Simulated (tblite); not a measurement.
Species: C₁₂H₂₁N₂ (charge +1).
SMILES with atom numbers: `[CH3:1][C:2](\[CH:3]=[CH:4]/[CH:5]=[CH:6]\[CH:7]=[CH:8]/[N:9]([CH3:10])[CH3:11])=[N+:12]([CH3:13])[CH3:14]` (hydrogens: H15, H16, H17 on C1; H18 on C3; H19 on C4; H20 on C5; H21 on C6; H22 on C7; H23 on C8; H24, H25, H26 on C10; H27, H28, H29 on C11; H30, H31, H32 on C13; H33, H34, H35 on C14)
Bond orders are those of one Lewis drawing.

Computed with GFN2-xTB (tblite), gas phase: L-BFGS steps from a force-field or distance-geometry start until the largest atomic force falls under 0.01 eV/Å.

Step 40: E = -1137.5815 eV
```
atom  x, y, z in Å  |  force x, y, z in eV/Å
C1     -2.4516    0.5171    1.4420    0.036   0.073   0.112
C2     -2.9278   -0.2332    0.2465    0.137  -0.007  -0.027
C3     -2.0390   -0.6125   -0.7595    0.428   0.121  -0.152
C4     -0.6801   -0.3323   -0.9265   -0.126   0.000   0.009
C5      0.2156    0.3596   -0.1202    0.171   0.033  -0.019
C6      1.5970    0.4672   -0.2894   -0.143  -0.142   0.126
C7      2.4289   -0.2137   -1.1825   -0.205  -0.022   0.169
C8      3.7753   -0.4306   -0.9356   -0.068   0.015  -0.019
N9      4.5774    0.2958   -0.1644    0.025   0.033  -0.072
C10     4.4425    1.7238   -0.0350   -0.023   0.008   0.046
C11     5.8031   -0.2355    0.3728    0.094  -0.019   0.037
N12    -4.2169   -0.5593    0.1569    0.032  -0.001  -0.034
C13    -5.1450   -0.1449    1.1798   -0.121  -0.028   0.022
C14    -4.7324   -1.2516   -1.0027   -0.106  -0.010  -0.057
H15    -1.7700   -0.1209    2.0041   -0.010   0.012   0.052
H16    -1.8990    1.3998    1.1307   -0.100   0.060  -0.048
H17    -3.2451    0.8450    2.1019    0.054  -0.048   0.007
H18    -2.4507   -1.2074   -1.5561    0.030  -0.001  -0.070
H19    -0.2741   -0.7250   -1.8498    0.068  -0.066   0.023
H20    -0.1427    0.8228    0.7838    0.078  -0.006  -0.088
H21     2.0744    0.9961    0.5291    0.070  -0.016  -0.182
H22     1.9799   -0.7854   -1.9836    0.045  -0.033   0.128
H23     4.2229   -1.3205   -1.3641    0.012  -0.042   0.023
H24     5.4264    2.1667   -0.2078   -0.074   0.093  -0.038
H25     3.7375    2.0919   -0.7781    0.024   0.075   0.044
H26     4.1147    2.0213    0.9615   -0.025  -0.002   0.070
H27     5.7326   -1.3049    0.5375   -0.036  -0.136  -0.139
H28     6.0033    0.2271    1.3370   -0.056   0.086   0.081
H29     6.6525   -0.0183   -0.2745    0.088  -0.036  -0.130
H30    -4.8674   -0.5582    2.1485    0.013   0.003   0.082
H31    -6.1417   -0.4999    0.9559   -0.148  -0.080  -0.134
H32    -5.1803    0.9437    1.2370   -0.096   0.043   0.074
H33    -4.3257   -2.2656   -1.0781   -0.019   0.110   0.025
H34    -5.8137   -1.3290   -0.9399   -0.026   0.003   0.067
H35    -4.4925   -0.6968   -1.9138   -0.022  -0.070   0.011
```

Step 41: E = -1137.5970 eV
```
atom  x, y, z in Å  |  force x, y, z in eV/Å
C1     -2.4541    0.5180    1.4356    0.033   0.060   0.100
C2     -2.9328   -0.2309    0.2417    0.004  -0.001  -0.022
C3     -2.0453   -0.6075   -0.7675    0.233   0.133  -0.097
C4     -0.6913   -0.3206   -0.9340   -0.053  -0.040  -0.030
C5      0.2034    0.3781   -0.1333    0.137  -0.016   0.016
C6      1.5862    0.4645   -0.2857   -0.089  -0.108   0.103
C7      2.4249   -0.2348   -1.1555   -0.108   0.018   0.099
C8      3.7744   -0.4372   -0.9114    0.007   0.007   0.071
N9      4.5872    0.2905   -0.1504    0.021   0.074  -0.117
C10     4.4455    1.7174   -0.0192   -0.020   0.086   0.053
C11     5.8346   -0.2308    0.3527    0.049  -0.003  -0.004
N12    -4.2227   -0.5602    0.1578   -0.017  -0.002  -0.041
C13    -5.1543   -0.1477    1.1830   -0.059  -0.030  -0.004
C14    -4.7380   -1.2533   -1.0028   -0.091  -0.004  -0.050
H15    -1.7735   -0.1255    1.9894    0.048   0.011   0.092
H16    -1.9055    1.4004    1.1230   -0.054   0.094  -0.057
H17    -3.2383    0.8492    2.1023   -0.031  -0.063   0.028
H18    -2.4659   -1.2024   -1.5602    0.099   0.002  -0.071
H19    -0.2850   -0.7223   -1.8511    0.116  -0.082  -0.039
H20    -0.1601    0.8560    0.7593    0.078   0.025  -0.050
H21     2.0620    0.9999    0.5274    0.079   0.017  -0.128
H22     1.9907   -0.8143   -1.9585   -0.001  -0.052   0.137
H23     4.2247   -1.3274   -1.3306    0.018  -0.113  -0.039
H24     5.4250    2.1697   -0.1942   -0.076   0.067  -0.032
H25     3.7371    2.0878   -0.7586    0.023   0.041   0.034
H26     4.1169    2.0167    0.9767   -0.017  -0.030   0.082
H27     5.7771   -1.3031    0.5007   -0.022  -0.144  -0.118
H28     6.0462    0.2207    1.3209   -0.051   0.068   0.042
H29     6.6727    0.0024   -0.3094   -0.028  -0.025  -0.075
H30    -4.8683   -0.5614    2.1510   -0.024   0.034   0.038
H31    -6.1545   -0.5040    0.9624   -0.029  -0.055  -0.124
H32    -5.1874    0.9428    1.2380   -0.106  -0.020   0.085
H33    -4.3288   -2.2661   -1.0763   -0.022   0.096   0.021
H34    -5.8196   -1.3337   -0.9473   -0.016   0.019   0.098
H35    -4.4947   -0.6983   -1.9126   -0.029  -0.066   0.000
```

Task: Estimate the geometry and energy of step 42. (The exact step hangs on the optimiser's Hessian estimate; all steps are aligned on step 41, rigid shifts and turns removed.)

Result: E = -1137.6077 eV, largest force 0.257 eV/Å
```
atom  x, y, z in Å  |  force x, y, z in eV/Å
C1     -2.4514    0.5203    1.4350    0.018   0.016   0.035
C2     -2.9314   -0.2288    0.2402   -0.051   0.024  -0.008
C3     -2.0423   -0.6030   -0.7716   -0.047   0.106  -0.023
C4     -0.6928   -0.3170   -0.9343    0.084  -0.044  -0.053
C5      0.2017    0.3840   -0.1346   -0.002  -0.081   0.020
C6      1.5815    0.4535   -0.2782    0.007  -0.026   0.071
C7      2.4190   -0.2508   -1.1393    0.058   0.013  -0.017
C8      3.7731   -0.4348   -0.9051    0.010  -0.052   0.071
N9      4.5924    0.2934   -0.1520   -0.084   0.204  -0.132
C10     4.4468    1.7202   -0.0149   -0.041   0.098   0.038
C11     5.8386   -0.2306    0.3452   -0.015  -0.030   0.040
N12    -4.2221   -0.5583    0.1582   -0.076   0.006  -0.036
C13    -5.1604   -0.1496    1.1839    0.015  -0.029  -0.033
C14    -4.7370   -1.2527   -1.0039   -0.049   0.020  -0.004
H15    -1.7710   -0.1267    1.9840    0.082   0.031   0.100
H16    -1.9094    1.4048    1.1192   -0.018   0.097  -0.047
H17    -3.2308    0.8508    2.1055   -0.094  -0.067   0.046
H18    -2.4700   -1.1968   -1.5627    0.150   0.017  -0.057
H19    -0.2839   -0.7273   -1.8452    0.141  -0.082  -0.075
H20    -0.1629    0.8695    0.7506    0.045   0.069   0.016
H21     2.0647    0.9923    0.5247    0.080   0.065  -0.033
H22     1.9958   -0.8338   -1.9441   -0.047  -0.076   0.125
H23     4.2282   -1.3202   -1.3268    0.021  -0.158  -0.063
H24     5.4221    2.1794   -0.1933   -0.056   0.046  -0.016
H25     3.7366    2.0927   -0.7519    0.012   0.023   0.031
H26     4.1173    2.0183    0.9814   -0.002  -0.047   0.081
H27     5.7719   -1.3032    0.4776    0.009  -0.180  -0.048
H28     6.0476    0.2170    1.3159   -0.025   0.027   0.039
H29     6.6753   -0.0019   -0.3144    0.053   0.037  -0.136
H30    -4.8700   -0.5638    2.1522   -0.060   0.054  -0.011
H31    -6.1616   -0.5086    0.9597    0.068  -0.032  -0.100
H32    -5.1950    0.9424    1.2400   -0.103  -0.076   0.082
H33    -4.3234   -2.2628   -1.0738   -0.023   0.056   0.010
H34    -5.8181   -1.3365   -0.9519   -0.022   0.027   0.108
H35    -4.4907   -0.6986   -1.9122   -0.037  -0.050  -0.023
```

The energy changes by -0.0108 eV. The first-order estimate −F·Δx gives -0.0169 eV and the mean of the old and new forces, exact on a quadratic surface, -0.0108 eV. The step makes an angle of 66° with the force vector and moves no atom by more than 0.025 Å.

The cost below is that of the whole relaxation. On 2 threads, Intel Xeon Platinum 8375C at 2.90 GHz (x86_64), shared host with 48 logical CPUs at a one-minute load of 8.2, this took 4.1 s wall, 8.3 s CPU.
